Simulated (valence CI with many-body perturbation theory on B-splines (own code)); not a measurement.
Results of a calculation; reference values are marked as such.
**Run record, K¹³⁺**

Method: valence CI with perturbative core correlation (CI+MBPT): four valence electrons over a frozen Dirac-Fock core [He], radial functions for each j: 6 s, 6 p, 5 d, 3 f, 1 g, with the one-electron correlation potential Σ1 (screened to all orders), the two-electron term Σ2, the three-electron term Σ3, Breit, model QED; selected single and double excitations, second order for the rest, scaled by the run's own slope (own B-spline code, finite nucleus).

Command, and the settings that its task file holds:

```sh
python run_cv.py task.json out
```

```
atom K  Z=19  mass_number=39  rms_radius_fm=3.4349
core [He]
valence 2s2 2p2
avg = 1
basis = S
breit = 1
cap = 10000
capref = 1200
cscale = 1
de = 0.0
dress = 0
eps = 2e-08
extrap = 1
h = 1.1
hh = 1
l2 = 3
lcore = 6
maxit = 60
n2 = 5
natural = 1
nlev = 21
nno = [3, 3, 3, 2, 1]
nroot = 26
nsp = [3, 3, 2, 1, 0]
pt2 = 1
qed = 1
rpa = 1
s1 = 1
s2 = 1
s3 = 1
screen = 1
tol = 2e-05
whole = 1
```

It took 12 s on 1 thread of Arm Neoverse V1, with other jobs on the host.

Log. The first blocks belong to the next ion, which gives the ionisation energy. Fields: 2J, parity (1 odd), roots, reference size, generating configurations, candidates as configurations/state functions, variational space P, stored matrix elements, Davidson steps; e2 is the range of second-order energies in hartree. The first line gives the box (bohr), its intervals, the orbitals and the steps of their self-consistent field. Window is the range of levels sought, series limit the energy at which the first omitted orbital would enter, core excitation an estimate of the first excitation out of the core, left out the lowest levels not solved, and shifts from estimates the range by which levels moved from their first estimate, all in cm⁻¹.

```
rmax 4.2 intervals 31 orbitals 36 references ['2s2 2p2', '2s 2p3', '2p4'] scf 5 t 0.2
2J=1 par=1 roots 2 ref 40 generators 2 cand 614/875 P 646/915 nnz 0 it 0
2J=1 par=1 roots 2 ref 40 generators 11 cand 550/796 P 1196/1711 nnz 0 it 5
   second order: generators 25 cand 1543/2306 e2 -0.00002 -0.00001
2J=3 par=1 roots 2 ref 61 generators 4 cand 480/933 P 520/994 nnz 0 it 0
2J=3 par=1 roots 2 ref 61 generators 14 cand 525/991 P 1045/1985 nnz 0 it 5
   second order: generators 26 cand 2201/4684 e2 -0.00001 -0.00001
reference levels 448, estimated 299, window 3597185 1/cm; series limit 5428051, core excitation 27454420
2J=0 par=0 roots 6 ref 28 generators 15 cand 642/995 P 2363/3515 nnz 9.3e+05 it 5
2J=0 par=0 roots 6 ref 28 generators 26 cand 2019/3525 P 4382/7040 nnz 2.9e+06 it 8
   second order: generators 62 cand 7622/13681 e2 -0.00008 -0.00001
2J=2 par=0 roots 7 ref 58 generators 19 cand 397/1190 P 1435/4186 nnz 1.7e+06 it 8
2J=2 par=0 roots 7 ref 58 generators 30 cand 1638/5791 P 3073/9977 nnz 7.7e+06 it 9
   second order: generators 78 cand 11774/48200 e2 -0.00014 -0.00004
2J=4 par=0 roots 7 ref 64 generators 17 cand 424/1303 P 1418/4575 nnz 2.3e+06 it 8
2J=4 par=0 roots 7 ref 64 generators 25 cand 1265/5425 P 2683/10000 nnz 8.4e+06 it 9
   second order: generators 65 cand 11419/65414 e2 -0.00034 -0.00005
2J=4 par=1 roots 6 ref 67 generators 14 cand 375/1281 P 1333/4562 nnz 2.2e+06 it 8
2J=4 par=1 roots 6 ref 67 generators 23 cand 1263/5382 P 2596/9944 nnz 8.4e+06 it 8
   second order: generators 64 cand 11708/64880 e2 -0.00083 -0.00001
2J=2 par=1 roots 7 ref 62 generators 20 cand 478/1305 P 1586/4577 nnz 2.1e+06 it 7
2J=2 par=1 roots 7 ref 62 generators 34 cand 1452/5398 P 3038/9975 nnz 7.6e+06 it 8
   second order: generators 71 cand 11254/46481 e2 -0.00039 -0.00004
2J=6 par=1 roots 2 ref 47 generators 8 cand 301/983 P 1085/3517 nnz 1.5e+06 it 5
2J=6 par=1 roots 2 ref 47 generators 14 cand 1308/6493 P 2393/10010 nnz 9.5e+06 it 6
   second order: generators 43 cand 9596/61287 e2 -0.00030 -0.00004
2J=0 par=1 roots 3 ref 24 generators 11 cand 845/1330 P 2574/3955 nnz 1.1e+06 it 5
2J=0 par=1 roots 3 ref 24 generators 17 cand 1584/2641 P 4158/6596 nnz 2.6e+06 it 5
   second order: generators 44 cand 7266/13221 e2 -0.00004 -0.00002
2J=6 par=0 roots 2 ref 41 generators 8 cand 394/1257 P 1194/3798 nnz 1.5e+06 it 5
2J=6 par=0 roots 2 ref 41 generators 16 cand 1521/6398 P 2715/10196 nnz 8.6e+06 it 6
   second order: generators 34 cand 8569/50644 e2 -0.00016 -0.00004
2J=8 par=1 roots 1 ref 24 generators 5 cand 343/1430 P 1223/3997 nnz 1.8e+06 it 5
2J=8 par=1 roots 1 ref 24 generators 10 cand 1718/7678 P 2941/11675 nnz 1.1e+07 it 5
   second order: generators 22 cand 6224/42499 e2 -0.00007 -0.00007
left out: unestimated 5186170, estimated 3856210, shifts from estimates -39 to 184
operators 0.1
```

The Davidson iterations converged. The settings are bad on purpose, so the numbers may not be properties of the ion.

No measured spectrum was set against this ion. As an estimate, levels of excited configurations hold to 0.05 to 0.15 % of their energy, terms of the ground configuration to about 0.5 %.

- Valence energy: -134.1464 hartree
- Ionisation energy: 786.79 eV (NIST: 786.3 ± 0.3 eV (semi-empirical))
- Reference configurations for the orbitals: 2s2 2p2, 2s 2p3, 2p4
- Radial orbitals: 36
- Box radius: 4.169 bohr
- Largest variational space: 11675
- Lowest levels: 2s²2p² ³P_0 0, 2s²2p² ³P_1 13236, 2s²2p² ³P_2 28233, 2s²2p² ¹D_2 96290, 2s²2p² ¹S_0 179510, 2s2p³ ⁵S°_2 250300, 2s2p³ ³D°_2 459050, 2s2p³ ³D°_1 459770, 2s2p³ ³D°_3 461260, 2s2p³ ³P°_0 537940, 2s2p³ ³P°_1 538580, 2s2p³ ³P°_2 540480, 2s2p³ ¹D°_2 677380, 2s2p³ ³S°_1 678430 cm⁻¹
